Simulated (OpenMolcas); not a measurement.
An OpenMolcas run meant for Sc (ANO-RCC-VQZP, DKH2; inactive shells 1s 2s 2p 3s 3p; intended active space 3 electrons in 6 orbitals (3d 4s)). One step of its input:

```
&CASPT2
Multistate=10 1 2 3 4 5 6 7 8 9 10
Frozen=2 3
IPEA=0.25
Imaginary=0.1
MaxIter=60
WThr=0.0 0.3 0.05
PrWF=0.5
NoMix
Deleted=20 22
```

The run finished. Its levels beside those of a sound run (MS-CASPT2, IPEA 0.25 Eh, imaginary shift 0.1 Eh (closed shells correlated: 3s 3p)), in cm-1 above each run's lowest level:

| Level | This run | Usual run |
| --- | --- | --- |
| 3d 4s2 2D 3/2 | 0.0 | 0.0 |
| 3d 4s2 2D 5/2 | 134 | 135 |
| 3d2 4s 4F 3/2 | 10638 | 7740 |
| 3d2 4s 4F 5/2 | 10674 | 7776 |
| 3d2 4s 4F 7/2 | 10725 | 7827 |
| 3d2 4s 4F 9/2 | 10790 | 7893 |
| 3d2 4s 2F 5/2 | 15783 | 11459 |
| 3d2 4s 2F 7/2 | 15911 | 11587 |
| 3d2 4s 2D 3/2 | 17219 | 12754 |
| 3d2 4s 2D 5/2 | 17215 | 12756 |
| 3d2 4s 4P 1/2 | 17617 | 14632 |
| 3d2 4s 4P 3/2 | 17641 | 14654 |
| 3d2 4s 4P 5/2 | 17686 | 14692 |
| 3d2 4s 2P 1/2 | 21766 | 17302 |

Problem. Which setting is unsound, and how much does it matter here?

Solution. Nearly half of the orbitals are deleted from the virtual space, which removes much of the correlation energy. Against the sound run the excited levels shown move by 3300 cm-1 on average and by 4500 cm-1 at most.

CASPT2 does not keep the components of a term degenerate, so their means are used; among the terms shown or strongly mixed into the levels shown the widest spread is 2900 cm-1 (3d2 4s 2F, this run). Some high roots are left out of the spin-orbit mixing, which shifts the levels that they would mix with. A single d shell beside an s shell can misplace configurations of different d count against each other. The CASPT2 spread within a term exceeds the gap to the next term for 3d2 4s 2F and 3d2 4s 2D, so the order of their levels is uncertain, and so are names and mixing where such terms share a J (figures for the sound run; the like holds for this run). Levels of configurations outside the active space are missing.
